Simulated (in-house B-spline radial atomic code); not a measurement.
Values are calculated unless marked as measured or tabulated.
# Two electrons in Ge: a Gaussian well −V exp(−r²/w²) with V = 198 meV and w = 29.7 nm

For Ge the NSM archive of the Ioffe Institute lists m_l = 1.6 m0, m_t = 0.08 m0 and ε = 16.2; the model takes one isotropic valley with the conductivity mass 3/(1/m_l + 2/m_t) = 0.117 m0, and so misses anisotropy and the other valleys. All triplets below are those of one valley; with several valleys two electrons can form a triplet in the 1s orbital itself, at an energy set by the valley splitting.

Effective-mass model with parabolic bands, a uniform dielectric constant, no image charges, no central-cell or spin-orbit terms. Two-electron levels come from full CI in B-splines with partial waves to l = 5 (up to 0.001 effective hartree above the limit).

Question: What are the effective units, and what is the potential in them?

Answer: Ha* = 27211.386 meV × 0.117/16.2² = 12.13 meV and a* = 0.0529177 nm × 16.2/0.117 = 7.327 nm. V = 16.3 Ha* and w = 4.05 a*.

In these units the lowest s and p orbitals lie at -14.2430 and -12.9112, and their Coulomb and exchange integrals are J_ss = 0.9229, J_sp = 0.7626 and K_sp = 0.151. Full CI gives -27.6328 for the ground singlet, -26.5600 for the sp triplet, -26.3100 for the sp singlet and -25.3185 for the lowest triplet of two s orbitals.

Question: What does it cost to add the second electron, to first order and exactly?

Answer: To first order E = 2ε_s + J_ss = -27.5631, so the charging energy E(2) − 2E(1) is J_ss = 11.2 meV. CI gives -27.6328 − 2 × (-14.2430) = 0.8532, or 10.35 meV: relaxation and correlation lower it by 0.8455 meV, 7.6 % of J_ss. The s² configuration of one-electron orbitals holds 98.0 % of the state, and the mean radius is 7.59 nm. The second electron is bound by ε_s − E = 162.4 meV, against 172.8 meV for the first.

Question: How far above the singlet do the triplets lie?

Answer: To first order the sp triplet lies at ε_s + ε_p + J_sp − K_sp = -26.5426, which is 12.38 meV above 2ε_s + J_ss. CI gives -26.5600 − (-27.6328) = 1.0727, or 13.01 meV, 81 % of the orbital spacing of 16.16 meV. The ss triplet lies 28.08 meV up, so the lower of the two is the sp one, and its gap equals k_BT at 151 K. The sp singlet-triplet splitting is 3.033 meV, against 2K_sp = 3.665 meV.
